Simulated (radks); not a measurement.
Values are calculated unless marked as measured or tabulated.
Task: The promethium ion Pm+, configuration [Xe] 4f5 6s1. Code: a radial shooting solver on a logarithmic mesh with Libxc functionals. Model: Dirac Kohn-Sham, PBE, spin-unpolarised, spherical densities, point nucleus; open shells fill j = l - 1/2 first. Some entries of the table are withheld. Estimate them.

orbital,occ.,eigenvalue (eV),<1/r> (bohr^-1)
1s1/2,2,-44986.87,67.44
2s1/2,2,-7315.519,15.99
2p1/2,2,-6927.443,15.97
2p3/2,4,-6367.187,14.30
3s1/2,2,-1599.583,5.804
3p1/2,2,-1433.323,5.718
3p3/2,4,-1320.665,5.297
3d3/2,4,-1031.953,5.169
3d5/2,6,-1007.540,5.063
4s1/2,2,-322.6450,2.414
4p1/2,2,-259.4140,(1)
4p3/2,4,-234.8454,(2)
4d3/2,4,-130.9242,1.946
4d5/2,6,-126.5599,1.911
5s1/2,2,-47.8008,0.9217
5p1/2,2,(3),0.8079
5p3/2,4,(4),0.7578
6s1/2,1,-8.3001,0.3173
4f5/2,5,(5),(6)
4f7/2,0,(7),(8)

Result: 
(1) 4p1/2 <1/r> (bohr^-1): 2.308
(2) 4p3/2 <1/r> (bohr^-1): 2.167
(3) 5p1/2 eigenvalue (eV): -30.9513
(4) 5p3/2 eigenvalue (eV): -27.6826
(5) 4f5/2 eigenvalue (eV): -8.2430
(6) 4f5/2 <1/r> (bohr^-1): 1.310
(7) 4f7/2 eigenvalue (eV): -7.7748
(8) 4f7/2 <1/r> (bohr^-1): 1.292
